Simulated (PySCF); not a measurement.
Basis and Hamiltonian dependence of the ionisation energy of Se²⁺

Se²⁺ [Ar] 3d10 4s2 4p2 (3P) → Se³⁺ [Ar] 3d10 4s2 4p1 (2P). All values are computed (PySCF 2.14, energy differences of UHF-based or UKS calculations, no spin-orbit coupling). Values in eV.

```
                                                                         basis       Hamiltonian  functions     UHF     LDA    PBE0  MP2 (valence)  CCSD(T) (valence)  CCSD(T) (valence and next inner shell)
                                                                      def2-SVP  non-relativistic         32  30.926  31.741     n/a         31.194             31.228                                     n/a
                                                  aug-cc-pVDZ-PP with ECP10MDF               ECP         32  30.974  31.632  31.554         31.236             31.274                                     n/a
                                                                        6-31G*  non-relativistic         32  31.109     n/a     n/a         31.364             31.404                                     n/a
                                                                aug-cc-pVDZ-DK     spin-free X2C         36  30.976  31.760  31.649         31.231             31.266                                     n/a
                                                      cc-pVTZ-PP with ECP10MDF               ECP         39  30.987     n/a     n/a         31.382             31.440                                     n/a
                                                                    cc-pVTZ-DK     spin-free X2C         43  31.001     n/a     n/a         31.389             31.446                                     n/a
                                                aug-cc-pwCVDZ-PP with ECP10MDF               ECP         48  30.976  31.619  31.536         31.278                n/a                                  31.408
                                                                   x2c-TZVPall     spin-free X2C         48  30.992  31.755     n/a         31.384             31.439                                     n/a
aug-cc-pVTZ-PP with one added diffuse shell each of s, d, f type with ECP10MDF               ECP         68  30.996  31.643  31.554         31.394             31.451                                     n/a
                                                  aug-cc-pVQZ-PP with ECP10MDF               ECP         89  30.996  31.642  31.553         31.433             31.485                                     n/a
                                                                aug-cc-pVQZ-DK     spin-free X2C         93  30.997  31.751  31.627         31.428             31.479                                     n/a
                                                                   def2-QZVPPD  non-relativistic         98  30.951  31.716  31.591         31.384             31.434                                     n/a
             x2c-QZVPPall with one added diffuse shell each of s, p, d, f type     spin-free X2C        113  30.997  31.755  31.629         31.429                n/a                                     n/a
                                                aug-cc-pwCVQZ-PP with ECP10MDF               ECP        166  30.995  31.641  31.554         31.440                n/a                                     n/a
```

Frozen in the all-electron rows: valence: [Ar] 3d10; valence and next inner shell: [Ne]; with a core potential, the same shells as far as they lie outside it.

Non-relativistic rows lack the scalar-relativistic shift.

Between the lowest levels the reference is 31.697 ± 0.019 eV (measured; NIST Atomic Spectra Database, ionization energies); it includes spin-orbit coupling, which these numbers lack.
